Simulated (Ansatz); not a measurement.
H3NOSiZn. Charge 0, multiplicity 1. The bonds changed during the relaxation, so this is another structure than the one it started from. The geometry is a stationary point of PBE0-D4/def2-TZVP. It is one conformer, not always the lowest.

```xyz
7

N     0.185   -1.022    0.280
Si   -0.807    0.277   -0.056
O    -0.349    1.673   -0.456
Zn    2.152    2.112   -0.646
H    -0.159   -1.931    0.542
H     1.191   -0.957    0.237
H    -2.213   -0.153    0.099
```

(1) What is the dipole moment at PBE/def2-TZVPP? (Estimate.)

(2) And with r2SCAN, B3LYP, ωB97M-V? (An estimate is asked.)

(3) Give the Mulliken charges with PBE, ωB97M-V, B3LYP in def2-TZVPP. (Best estimate.)

## Answers

(1) The calculation gave: 5.43 D, with components (-2.05, -4.83, 1.40) D in this frame, pointing from negative to positive charge.

(2) Ansatz gave: r2SCAN 5.71 D, B3LYP 5.69 D, ωB97M-V 5.79 D.

(3) The calculation gave: 
```json
{"atom": "N1", "PBE": "-0.34", "ωB97M-V": "-0.33", "B3LYP": "-0.35"}
{"atom": "Si2", "PBE": "0.58", "ωB97M-V": "0.67", "B3LYP": "0.67"}
{"atom": "O3", "PBE": "-0.47", "ωB97M-V": "-0.56", "B3LYP": "-0.54"}
{"atom": "Zn4", "PBE": "-0.08", "ωB97M-V": "-0.08", "B3LYP": "-0.08"}
{"atom": "H5", "PBE": "0.17", "ωB97M-V": "0.14", "B3LYP": "0.16"}
{"atom": "H6", "PBE": "0.18", "ωB97M-V": "0.16", "B3LYP": "0.17"}
{"atom": "H7", "PBE": "-0.04", "ωB97M-V": "0.00", "B3LYP": "-0.04"}
```

B3LYP here is the variant with VWN-RPA as its local correlation; programs differ in this.
